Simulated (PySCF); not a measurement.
A calculated (HSE06, PySCF 2.14, aug-cc-pCVTZ-DK with one added diffuse shell each of s, p, d, f type, scalar relativity by spin-free X2C-1e) atom or ion has these occupied shells.

| shell | electrons | orbital energy (eV) | rms radius, mean of both spins (bohr) |
| --- | --- | --- | --- |
| 1s α | 1 | -1552.7 | 0.139 |
| 1s β | 1 | -1552.5 | 0.139 |
| 2s α | 1 | -135.12 | 0.681 |
| 2s β | 1 | -134.74 | 0.681 |
| 2p α | 3 | -94.558 | 0.675 |
| 2p β | 3 | -94.298 | 0.675 |
| 3s α | 1 | -25.117 | 2.35 |

(1) Name the element and its charge.

Answers

(1) Al²⁺ (aluminium, charge +2), in [Ne] 3s1, 2S determinant.
